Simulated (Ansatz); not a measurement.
Relaxation of AlClH5N2 (9 atoms, charge 0, multiplicity 2), to a largest force component of 0.03 eV/Å in at most 50 steps.

The calculation used UKS PBE-D4/def2-SVP (Ansatz 0.2.0).

```xyz
9
Properties=species:S:1:pos:R:3
Al 0.089 -0.920 -0.503
Cl -0.007 -0.578 2.907
N 1.586 -0.069 -1.021
H 2.499 -0.520 -1.101
H 1.688 0.945 -1.120
N -1.393 0.131 -0.355
H -2.308 -0.294 -0.172
H -1.536 0.915 -1.005
H -0.618 0.390 2.179
```

Task: Where does it end, and by what steps?

Result: The run converged. After 19 steps the energy has fallen by 1.908 eV; H9 moved furthest, 1.63 Å. Parted: Cl2–H9 (1.36 → 2.86 Å). Joined: Al1–Cl2 (3.43 → 2.19 Å), N6–H9 (2.66 → 1.03 Å).

| step | energy less start (eV) | largest force component (eV/Å) | accepted |
| --- | --- | --- | --- |
| 0 | 0.0000 | 1.000 | yes |
| 1 | -0.1087 | 0.437 | yes |
| 2 | -0.2073 | 0.400 | yes |
| 3 | -0.3096 | 0.606 | yes |
| 4 | -0.4189 | 0.706 | yes |
| 5 | -0.5659 | 1.141 | yes |
| 6 | -0.9375 | 1.484 | yes |
| 7 | -1.3710 | 2.788 | yes |
| 8 | -1.6043 | 1.032 | yes |
| 9 | -1.6546 | 2.244 | yes |
| 10 | -1.7850 | 0.599 | yes |
| 11 | -1.8140 | 0.674 | yes |
| 12 | -1.8262 | 0.750 | yes |
| 13 | -1.8829 | 0.328 | yes |
| 14 | -1.8924 | 0.153 | yes |
| 15 | -1.8658 | 0.752 | no |
| 16 | -1.9004 | 0.083 | yes |
| 17 | -1.9042 | 0.260 | yes |
| 18 | -1.9068 | 0.084 | yes |
| 19 | -1.9079 | 0.028 | yes |

```xyz
9
Properties=species:S:1:pos:R:3
Al 0.392 -0.963 0.305
Cl 0.636 -0.377 2.398
N 1.412 0.083 -0.815
H 1.759 -0.337 -1.685
H 2.206 0.576 -0.386
N -1.399 0.083 0.034
H -2.229 -0.422 -0.305
H -1.139 0.807 -0.658
H -1.638 0.551 0.923
```

Whether the end is a true minimum wasn't checked by a vibrational analysis.

The run took 28 s on 2 threads of Intel(R) Xeon(R) 6975P-C (Granite Rapids), on a shared host, peak memory 0.18 GiB.
